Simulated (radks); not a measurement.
These are the eigenvalues of the occupied orbitals of an atom or ion with whole-number occupations (eV). All-electron calculation, non-relativistic Kohn-Sham, Slater X-alpha with alpha = 0.667, spin-unpolarised, spherical densities, point nucleus. Program: a radial shooting solver on a logarithmic mesh with Libxc functionals.

1s: -676.8140
2s: -45.3599
2p: -26.8686

Which element is it, and in what charge state? The configuration may be excited.

Answer. Z = 9, fluorine, charge +1: F+ in [He] 2s2 2p4. The list shows which subshells hold electrons but not how many an open one holds; the 1s level, -24.872 hartree, gives Z - s = 7.1 by -(Z - s)^2/2, which with screening narrows Z to a few neighbours, and the depths of the outer levels then fix element, charge and occupations together.
